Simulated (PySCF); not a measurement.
C2H6BI. Atoms are numbered in the order given.

```xyz
10

B     -1.2025     0.2348     0.5137
I      0.7670    -0.1500    -0.3275
C     -1.5326    -0.3752     1.9127
H     -2.0012    -1.3610     1.7176
H     -2.2849     0.2202     2.4569
H     -0.6620    -0.5602     2.5569
C     -2.1961     1.1043    -0.3202
H     -3.2485     0.8745    -0.0836
H     -2.0399     1.0732    -1.4074
H     -2.0293     2.1541    -0.0046
```
Charge 0, spin multiplicity 1.

Geometry optimised at B3LYP-D3(BJ)/def2-SVP. The def2 effective core potentials stand for the cores of I; spin–orbit coupling is left out.

All values below come from ωB97X/def2-TZVP run with PySCF.

ESP charges are fitted to the potential on shells at 1.4 to 2.0 van der Waals radii. Atomic charges (e):

```csv
atom,ESP fit,Mulliken
B1,0.52,0.01
I2,-0.21,-0.02
C3,-0.69,-0.41
H4,0.19,0.15
H5,0.19,0.13
H6,0.16,0.14
C7,-0.69,-0.41
H8,0.18,0.13
H9,0.16,0.14
H10,0.19,0.15
```

**Question.** Give the Mayer and Wiberg (Löwdin basis) orders of the bonds. (An estimate is asked for; the answer gives what the named calculation found.)

**Answer.** 
```json
[
 {"bond": "B1–I2", "Mayer": "1.31", "Wiberg": "1.81"},
 {"bond": "B1–C3", "Mayer": "1.05", "Wiberg": "1.38"},
 {"bond": "C3–H4", "Mayer": "0.92", "Wiberg": "0.83"},
 {"bond": "C3–H5", "Mayer": "0.96", "Wiberg": "0.86"},
 {"bond": "C3–H6", "Mayer": "0.96", "Wiberg": "0.87"},
 {"bond": "B1–C7", "Mayer": "1.05", "Wiberg": "1.37"},
 {"bond": "C7–H8", "Mayer": "0.96", "Wiberg": "0.86"},
 {"bond": "C7–H9", "Mayer": "0.96", "Wiberg": "0.87"},
 {"bond": "C7–H10", "Mayer": "0.92", "Wiberg": "0.83"}
]
```
